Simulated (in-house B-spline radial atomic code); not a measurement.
RPA and G0W0 for Au⁺, [Xe] 4f14 5d10, as one setting changes: the share of exact exchange in the PBE hybrid start. A dash marks a level of low quasi-particle weight. Computed with a B-spline radial code for spherical atoms: all electrons, scalar-relativistic (spin-free one-electron X2C), finite nucleus, each spin shell either full or empty, empty states to l = 9 with an (l + 1/2)⁻⁴ tail; G0W0 by contour deformation at full frequency.

Without the two-electron picture change, the correlation of inner shells comes somewhat too large for so heavy an element.

```tsv
share of exact exchange in the PBE hybrid start	mean-field level (eV)	G0W0 level (eV)	RPA correlation (Eh)
0	-15.310	-	-7.0694
0.1	?	?	?
0.2	-16.585	-	-6.9592
0.3	-17.233	5d -20.914	-6.908
0.4	-17.887	5d -20.958	-6.8586
0.5	-18.547	5d -20.949	-6.8107
0.6	-19.214	5d -20.917	-6.7641
0.7	?	?	?
0.8	-20.568	5d -20.811	-6.6747
0.9	-21.254	5d -20.745	-6.6316
1	-21.947	5d -20.673	-6.5895
```

Problem. What belongs in the row for 0.1?

Solution. mean-field level (eV): -15.944; G0W0 level (eV): -; RPA correlation (Eh): -7.0126.

Problem. What belongs in the row for 0.7?

Solution. mean-field level (eV): -19.888; G0W0 level (eV): 5d -20.869; RPA correlation (Eh): -6.7188.

Problem. At what share of exact exchange does G0W0 leave the highest level unchanged?

Solution. Near 0.83, where the shift changes sign (-0.243 eV at 0.8, +0.509 eV at 0.9).
